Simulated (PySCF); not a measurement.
From one molecule to another.

First species: C₅H₁₁ClSSi₂.
Atom-mapped SMILES: `[CH3:1][C:2](=[S:3])[CH2:4]/[CH:5]=[C:6](\[Cl:7])[SiH2:8][SiH3:9]` (hydrogens: H10, H11, H12 on C1; H13, H14 on C4; H15 on C5; H16, H17 on Si8; H18, H19, H20 on Si9)

Second species: C4H14N2Si2.
SMILES with atom numbers: `[CH2:1]=[CH:2][Si@@H:3]([SiH2:4][NH2:5])[N:6]([CH3:7])[CH3:8]` (hydrogens: H9, H10 on C1; H11 on C2; H12 on Si3; H13, H14 on Si4; H15, H16 on N5; H17, H18, H19 on C7; H20, H21, H22 on C8)

Structure used (GFN2-xTB), in Å, numbered top down from 1:
```xyz
22
C4H14N2Si2 angstrom
C     -0.813    2.889   -0.228
C     -0.966    1.615   -0.549
Si    -0.310    0.168    0.482
Si    -1.420   -1.779   -0.089
N     -2.975   -1.703    0.659
N      1.401    0.139    0.205
C      1.971    0.442   -1.082
C      2.223   -0.763    0.969
H     -0.275    3.179    0.659
H     -1.201    3.699   -0.829
H     -1.523    1.380   -1.450
H     -0.386    0.551    1.907
H     -1.487   -2.017   -1.553
H     -0.854   -3.025    0.451
H     -3.512   -0.855    0.594
H     -3.590   -2.497    0.587
H      2.080   -0.453   -1.710
H      1.335    1.157   -1.598
H      2.962    0.887   -0.952
H      2.320   -1.744    0.485
H      3.226   -0.343    1.087
H      1.784   -0.907    1.953
```

Levels: PBE0/pcSseg-1 for dipole moment, HOMO energy, LUMO energy and HOMO–LUMO gap; GFN2-xTB for rotational constant A and rotational constant C. Geometries: GFN2-xTB. Each structure is a single optimised conformer of the isolated species, non-relativistic unless stated; the electronic structure was computed with PySCF and density fitting.

The conformers computed, where there is a choice (atom-mapped SMILES and torsion angles):
- `[CH3:1][C:2](=[S:3])[CH2:4]/[CH:5]=[C:6](\[Cl:7])[SiH2:8][SiH3:9]`: C1–C2–C4–C5 -84°, C2–C4–C5–C6 103°, C5–C6–Si8–Si9 113°
- `[CH2:1]=[CH:2][Si@@H:3]([SiH2:4][NH2:5])[N:6]([CH3:7])[CH3:8]`: C1–C2–Si3–Si4 161°, C2–Si3–Si4–N5 -77°, C2–Si3–N6–C7 -37°, H–N5–Si4–Si3 46°, H–N5–Si4–Si3 -175°

```csv
property,column X,column Y
dipole moment,1.72 D,1.06 D
HOMO energy,-6.41 eV,-5.95 eV
LUMO energy,-2.17 eV,-0.83 eV
HOMO–LUMO gap,4.24 eV,5.12 eV
rotational constant A,1.249 GHz,1.567 GHz
rotational constant C,0.373 GHz,0.701 GHz
```

Problem. Which column belongs to which species?

Solution. Column X is the first species and column Y the second. The first has 20 atoms and 102 electrons, the second 22 and 80.

Problem. How does each property change from the first species to the second?

Solution. dipole moment -0.66 D; HOMO energy +0.46 eV; LUMO energy +1.34 eV; HOMO–LUMO gap +0.88 eV; rotational constant A +0.318 GHz; rotational constant C +0.328 GHz.

On the first: A dipole of 1.72 D is allowed in C1, and pure rotational transitions are dipole-allowed. The dipole equals about 5.7 × 10⁻³⁰ C·m (1 D = 3.33564 × 10⁻³⁰ C·m).

On the second: The dipole equals about 3.5 × 10⁻³⁰ C·m (1 D = 3.33564 × 10⁻³⁰ C·m). GFN2-xTB frequencies show an imaginary mode (30i cm⁻¹), so this geometry is no minimum at that level.
